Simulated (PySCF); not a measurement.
BH2O2Si, BClH2OSi, BClHOSi (calculated)

Calculation on a computer-drawn molecule: the log of a Hartree-Fock and frozen-core CCSD(T) single point meant for a local Hartree-Fock minimum, with one planted fault or none, to be diagnosed. Offsets are logged minus clean, where the clean run is the same molecule without the fault. The reference is restricted for singlets and unrestricted otherwise, and also for a bond in bohr or an excited solution. Adding or removing an electron swaps singlet and doublet. The excited solution moves the top pair (singlet) or top alpha electron (doublet) to the lowest empty orbital. Highest occupied and lowest empty are orbital energies over both spins, largest force is the largest gradient component, triples share is (T) over the correlation energy, the T1 limit is 0.02 restricted and 0.045 unrestricted, electrons count all cores, a negative frequency is imaginary (commonest isotopes), and the dipole is about the centre of nuclear charge. Program: PySCF 2.14.0.

Common to all runs: logged SCF converged yes; possible faults no fault, one electron removed, one electron added, multiplicity raised by two, geometry at a saddle point, SCF held on an excited solution, minimal basis STO-3G, one bond length entered in bohr, all coordinates scaled.

```yaml
- entry: 1
  formula: BH2O2Si
  logged_structure:
    atoms_angstrom:
      - [O, -1.7995, -1.0752, -2.8947]
      - [B, -0.8034, -1.0153, -2.2132]
      - [Si, 0.9549, -1.0758, -1.0749]
      - [O, 0.3257, -0.6966, 0.5094]
      - [H, 1.3829, 0.323, -1.5536]
      - [H, -0.1814, 0.0947, 0.5524]
  given:
    meant_charge: -1
    meant_multiplicity: 1
    meant_basis: "aug-cc-pV(D+d)Z"
    logged_electrons: 38
    logged_basis_functions: 119
    logged_spin_squared: 0.0
    "logged_highest_occupied [eV]": 1.1318
    "logged_lowest_empty [eV]": -2.2731
    "logged_largest_force [hartree/bohr]": 0.11383
    logged_CC_converged: "no"
    "logged_dipole_magnitude [debye]": 8.8504
    logged_SCF_stable_within_its_kind: "no"
    "logged_energy_HF [hartree]": -464.20925
    drawn_bonds_atom: [1, 2, 3, 3, 4]
    drawn_bonds_other_atom: [2, 3, 4, 5, 6]
    drawn_bonds_order: [2, 1, 1, 1, 1]
  results:
    planted_fault: "SCF held on an excited solution"
    "HF_energy_offset_from_clean_run [kcal/mol]": 261.5
  notes: ["CCSD not converged", "highest electron not bound in this basis"]
- entry: 2
  formula: BClH2OSi
  logged_structure:
    atoms_angstrom:
      - [O, -3.3914, -1.6184, -1.0152]
      - [B, -2.7044, -0.7338, -0.6285]
      - [Si, -1.5662, 0.7916, 0.0364]
      - [Cl, 0.413, 0.2324, -0.1086]
      - [H, -1.8899, 1.0615, 1.4439]
      - [H, -1.7973, 1.973, -0.8059]
  given:
    meant_charge: 0
    meant_multiplicity: 1
    meant_basis: "cc-pV(D+d)Z"
    logged_electrons: 46
    logged_basis_functions: 84
    logged_spin_squared: 2.0341
    "logged_highest_occupied [eV]": -6.4657
    "logged_lowest_empty [eV]": -3.9247
    "logged_largest_force [hartree/bohr]": 0.039652
    logged_T1_diagnostic: 0.057101
    logged_D1_diagnostic: 0.33377
    logged_triples_share: 0.038649
    logged_CC_converged: "yes"
    "logged_dipole_magnitude [debye]": 4.1854
    logged_SCF_stable_within_its_kind: "yes"
    "logged_energy_HF [hartree]": -849.00594
    "logged_energy_CCSD(T) [hartree]": -849.55575
    drawn_bonds_atom: [1, 2, 3, 3, 3]
    drawn_bonds_other_atom: [2, 3, 4, 5, 6]
    drawn_bonds_order: [2, 1, 1, 1, 1]
  results:
    planted_fault: "multiplicity raised by two"
    "HF_energy_offset_from_clean_run [kcal/mol]": 158.8
    "CCSD(T)_energy_offset_from_clean_run [kcal/mol]": 153.6
  notes: ["T1 above single-reference limit"]
- entry: 3
  formula: BClH2OSi
  logged_structure:
    atoms_angstrom:
      - [O, -3.3914, -1.6184, -1.0152]
      - [B, -2.7044, -0.7338, -0.6285]
      - [Si, -1.5662, 0.7916, 0.0364]
      - [Cl, 0.413, 0.2324, -0.1086]
      - [H, -1.8899, 1.0615, 1.4439]
      - [H, -1.7973, 1.973, -0.8059]
  given:
    meant_charge: 0
    meant_multiplicity: 1
    meant_basis: "cc-pV(D+d)Z"
    logged_electrons: 45
    logged_basis_functions: 84
    logged_spin_squared: 0.7624
    "logged_highest_occupied [eV]": -18.454
    "logged_lowest_empty [eV]": -9.9927
    "logged_largest_force [hartree/bohr]": 0.072187
    logged_T1_diagnostic: 0.042178
    logged_D1_diagnostic: 0.24359
    logged_triples_share: 0.034695
    logged_CC_converged: "yes"
    "logged_dipole_magnitude [debye]": 6.5718
    logged_SCF_stable_within_its_kind: "yes"
    "logged_energy_HF [hartree]": -848.83902
    "logged_energy_CCSD(T) [hartree]": -849.36996
    drawn_bonds_atom: [1, 2, 3, 3, 3]
    drawn_bonds_other_atom: [2, 3, 4, 5, 6]
    drawn_bonds_order: [2, 1, 1, 1, 1]
  results:
    planted_fault: "one electron removed"
    "HF_energy_offset_from_clean_run [kcal/mol]": 263.5
    "CCSD(T)_energy_offset_from_clean_run [kcal/mol]": 270.2
- entry: 4
  formula: BClH2OSi
  logged_structure:
    atoms_angstrom:
      - [O, -3.3914, -1.6184, -1.0152]
      - [B, -2.7044, -0.7338, -0.6285]
      - [Si, -1.5662, 0.7916, 0.0364]
      - [Cl, 0.413, 0.2324, -0.1086]
      - [H, -1.8899, 1.0615, 1.4439]
      - [H, -2.0029, 3.0241, -1.5554]
  given:
    meant_charge: 0
    meant_multiplicity: 1
    meant_basis: "cc-pV(D+d)Z"
    logged_electrons: 46
    logged_basis_functions: 84
    logged_spin_squared: 0.8379
    "logged_highest_occupied [eV]": -10.324
    "logged_lowest_empty [eV]": 0.24121
    "logged_largest_force [hartree/bohr]": 0.0083664
    logged_T1_diagnostic: 0.043366
    logged_D1_diagnostic: 0.19723
    logged_triples_share: 0.036418
    logged_CC_converged: "yes"
    "logged_dipole_magnitude [debye]": 3.1429
    logged_SCF_stable_within_its_kind: "yes"
    "logged_energy_HF [hartree]": -849.14588
    "logged_energy_CCSD(T) [hartree]": -849.67746
    drawn_bonds_atom: [1, 2, 3, 3, 3]
    drawn_bonds_other_atom: [2, 3, 4, 5, 6]
    drawn_bonds_order: [2, 1, 1, 1, 1]
  results:
    planted_fault: "one bond length entered in bohr, row 5 of the drawn bonds"
    "HF_energy_offset_from_clean_run [kcal/mol]": 70.97
    "CCSD(T)_energy_offset_from_clean_run [kcal/mol]": 77.27
- entry: 5
  formula: BClHOSi
  logged_structure:
    atoms_angstrom:
      - [O, -0.8778, -1.4457, 3.2647]
      - [B, -1.2759, -0.5553, 2.591]
      - [Si, -2.0498, 0.9261, 1.4771]
      - [Cl, -1.1972, 0.8927, -0.3994]
      - [H, -1.817, 2.2374, 2.1053]
  given:
    meant_charge: 0
    meant_multiplicity: 2
    meant_basis: "cc-pV(D+d)Z"
    logged_electrons: 44
    logged_basis_functions: 79
    logged_spin_squared: 0.0
    "logged_highest_occupied [eV]": -19.011
    "logged_lowest_empty [eV]": -8.3701
    "logged_largest_force [hartree/bohr]": 0.076914
    logged_T1_diagnostic: 0.025971
    logged_D1_diagnostic: 0.087132
    logged_triples_share: 0.037242
    logged_CC_converged: "yes"
    "logged_dipole_magnitude [debye]": 6.0942
    logged_SCF_stable_within_its_kind: "yes"
    "logged_energy_HF [hartree]": -848.29823
    "logged_energy_CCSD(T) [hartree]": -848.82504
    drawn_bonds_atom: [1, 2, 3, 3]
    drawn_bonds_other_atom: [2, 3, 4, 5]
    drawn_bonds_order: [2, 1, 1, 1]
  results:
    planted_fault: "one electron removed"
    "HF_energy_offset_from_clean_run [kcal/mol]": 214.6
    "CCSD(T)_energy_offset_from_clean_run [kcal/mol]": 208.3
  notes: ["T1 above single-reference limit"]
```
